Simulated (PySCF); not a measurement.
An unknown gives this computed stick spectrum. Computed with TDDFT CAM-B3LYP/def2-SVPD, vertical, gas phase, core orbitals frozen in the response in PySCF. Geometries: GFN2-xTB, one conformer each.

| state | E (eV) | f | main configurations (H = HOMO, L = LUMO) |
| --- | --- | --- | --- |
| S1 | 7.14 | 0.0006 | H-1→L (54%), H-3→L (38%) |
| S2 | 7.40 | 0.017 | H→L (82%) |
| S3 | 7.67 | 0.0009 | H-3→L (45%), H-1→L (30%), H-1→L+4 (9%) |
| S4 | 7.71 | 0.011 | H-2→L (75%), H-2→L+4 (10%) |
| S5 | 7.97 | 0.026 | H→L+1 (85%) |
| S6 | 7.98 | 0.044 | H-1→L+1 (82%) |
| S7 | 8.14 | 0.044 | H-2→L+1 (77%) |
| S8 | 8.19 | 0.0000 | H→L+3 (74%), H→L+6 (11%) |

Problem. Which structure fits? All have the formula CH12OSi4.
A. `C[SiH2][SiH2][SiH2]O[SiH3]`
B. `O[SiH2]C([SiH3])([SiH3])[SiH3]`
C. `C[Si@@H]([SiH3])O[SiH2][SiH3]`

Solution. B. Its S1, at 7.14 eV, is the highest among the candidates; the nearest of the others has S1 at 6.18 eV. S1 is HOMO-1→LUMO (54%), HOMO-3→LUMO (38%). Löwdin shares by element: HOMO (one of a set within 0.03 eV) carbon 31%, silicon 30% or more (atoms not listed hold the other 38%); LUMO oxygen 23%, silicon 22% or more, hydrogen 16% or more (atoms not listed hold the other 38%). At the same level the other candidates give, for their lowest levels:
- `C[Si@@H]([SiH3])O[SiH2][SiH3]`: 6.14 eV (f 0.026); 6.66 eV (f 0.012); 6.82 eV (f 0.001); 6.94 eV (f 0.044); 7.15 eV (f 0.013); T1 5.57 eV; HOMO -8.97, LUMO 0.35 eV
- `C[SiH2][SiH2][SiH2]O[SiH3]`: 6.18 eV (f 0.109); 6.56 eV (f 0.003); 6.84 eV (f 0.009); 7.05 eV (f 0.066); 7.31 eV (f 0.031); T1 5.50 eV; HOMO -9.12, LUMO 0.26 eV

The values belong to the conformer `[OH:1][SiH2:2][C:3]([SiH3:4])([SiH3:5])[SiH3:6]`: O1–Si2–C3–Si4 -60°, H–O1–Si2–C3 180°.
Triplets come from the Tamm–Dancoff approximation.

Without π bonds the low states are Rydberg-like; a valence basis with one diffuse set may place them up to an eV too high.
